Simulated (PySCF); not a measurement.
Ta(NH)(Cl)2(Me) (CH₄Cl₂NTa), SMILES [CH3][Ta](=[NH])([Cl])[Cl], multiplicity 1. Atoms are numbered in the order given.

```xyz
9

Ta     0.0774    -0.1301     0.0000
N      1.6227    -0.9529     0.0000
H      2.5429    -1.3776     0.0000
Cl    -0.2124     1.0100     1.9946
Cl    -0.2124     1.0100    -1.9946
C     -1.2882    -1.7675     0.0000
H     -1.1395    -2.4015     0.8902
H     -2.3250    -1.3854     0.0000
H     -1.1395    -2.4015    -0.8902
```

The structure is a stationary point at PBE0-D3(BJ)/def2-SVP. The multiplicity is an assumed one; other spin states were not compared. The def2 effective core potentials stand for the cores of Ta; spin–orbit coupling is left out.

All values below come from CAM-B3LYP/def2-TZVP in PySCF.

ESP charges are fitted to the potential on shells at 1.4 to 2.0 van der Waals radii. Atomic charges (e):

| atom | Mulliken | ESP fit | Löwdin |
|---|---|---|---|
| Ta1 | 1.20 | 0.94 | 0.26 |
| N2 | -0.59 | -0.79 | -0.35 |
| H3 | 0.24 | 0.41 | 0.15 |
| Cl4 | -0.33 | -0.22 | 0.04 |
| Cl5 | -0.33 | -0.22 | 0.04 |
| C6 | -0.64 | -0.58 | -0.55 |
| H7 | 0.16 | 0.16 | 0.14 |
| H8 | 0.15 | 0.14 | 0.13 |
| H9 | 0.16 | 0.16 | 0.14 |
